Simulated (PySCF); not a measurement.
C5H5Cl, SMILES C(=C)=C/C=C/Cl.

Geometry optimised at r2SCAN-D4/def2-SVP. The structure was generated by enumeration; whether it is a known compound was not checked. One conformer was computed; it need not be the lowest.

Two levels are set side by side: PBE/def2-TZVP (PySCF) and r2SCAN/def2-TZVP (PySCF). Same geometry, gas phase. Differences are taken from unrounded values.

| quantity | r2SCAN |
|---|---|
| orbital gap (eV) | 3.65 |
| highest occupied level (eV) | -5.69 |
| lowest empty level (eV) | -2.04 |
| dipole moment (D) | 1.59 |
| mean polarisability (bohr³) | 80.8 |

**Question.** What does PBE give, and how far is it from r2SCAN? (An estimate is asked for; the answer gives what the named calculation found.)

**Answer.** 
```json
[
 {"quantity": "orbital gap (eV)", "PBE": "3.36", "PBE minus r2SCAN": "-0.29"},
 {"quantity": "highest occupied level (eV)", "PBE": "-5.53", "PBE minus r2SCAN": "0.16"},
 {"quantity": "lowest empty level (eV)", "PBE": "-2.17", "PBE minus r2SCAN": "-0.12"},
 {"quantity": "dipole moment (D)", "PBE": "1.46", "PBE minus r2SCAN": "-0.13"},
 {"quantity": "mean polarisability (bohr³)", "PBE": "81.9", "PBE minus r2SCAN": "1.0"}
]
```

Rough cost on one machine, each run with all the roots and properties that it gave: r2SCAN against PBE about 4 times.
